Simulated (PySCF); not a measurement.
Calculation: ωB97X-D3(BJ)/def2-TZVP // PBE0-D3(BJ)/def2-SVP in PySCF 2.14.0. Isolated molecules, 0 K electronic values unless said otherwise. One relaxed conformer stands for a flexible species; it need not be the lowest. Excitations are Tamm–Dancoff values on a coarser integration grid. The basis has no diffuse functions, so Rydberg states are missing or too high.

Reference species (SMILES): `[SiH2]1[SiH2][SiH2][GaH][SiH2][SiH2]1` (neutral, multiplicity 1).

| Property | Value |
|---|---|
| T1 excitation (TDA) | 3.13 eV |
| S1 excitation (TDA) | 3.64 eV |
| S1–T1 gap (TDA) | 0.51 eV |

Changed species: `[SiH2]1[SiH2]S[SiH2][SiH2][SiH2]1` (a SiH2 unit replaced by SH0; the reference has a SiH2 unit replaced by GaH1).

Question: What does the change do to the T1 excitation (TDA), S1 excitation (TDA) and S1–T1 gap (TDA)?

Answer: the T1 excitation (TDA) rises by 1.99 eV, to 5.12 eV; the S1 excitation (TDA) rises by 1.99 eV, to 5.63 eV; the S1–T1 gap (TDA) is nearly the same.
